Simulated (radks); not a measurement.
Results of a calculation; reference values are marked as such.
Effect of the nuclear size on neutral niobium, [Kr] 4d4 5s1. Level of theory: Dirac Kohn-Sham, LDA (Slater exchange, Perdew-Wang correlation), spin-unpolarised, spherical densities, finite nucleus; open shells fill j = l - 1/2 first; Fermi nuclear charge, rms radius 4.324 fm (a radial shooting solver on a logarithmic mesh with Libxc functionals). The rms radius is varied about that value; shifts are against it.

[
 {"rms radius (fm)": "3.8743", "total energy shift (eV)": "-0.249", "density at nucleus (e/bohr^3)": "8.306e+04", "1s1/2 shift (meV)": "-105", "2s1/2 shift (meV)": "-11.2"},
 {"rms radius (fm)": "4.0992", "total energy shift (eV)": "-0.127", "density at nucleus (e/bohr^3)": "8.258e+04", "1s1/2 shift (meV)": "-53.9", "2s1/2 shift (meV)": "-5.72"},
 {"rms radius (fm)": "4.324", "total energy shift (eV)": "0", "density at nucleus (e/bohr^3)": "8.213e+04", "1s1/2 shift (meV)": "0.000", "2s1/2 shift (meV)": "0.000"},
 {"rms radius (fm)": "4.7002", "total energy shift (eV)": "0.227", "density at nucleus (e/bohr^3)": "8.143e+04", "1s1/2 shift (meV)": "96.0", "2s1/2 shift (meV)": "10.2"},
 {"rms radius (fm)": "4.8169", "total energy shift (eV)": "0.301", "density at nucleus (e/bohr^3)": "8.122e+04", "1s1/2 shift (meV)": "127", "2s1/2 shift (meV)": "13.5"}
]

Slopes of the eigenvalues against <r^2> in GHz/fm^2, as finite differences over the two radii next to the reference (eigenvalue slopes, not the field-shift constants of lines): 1s1/2 6860, 2s1/2 727.
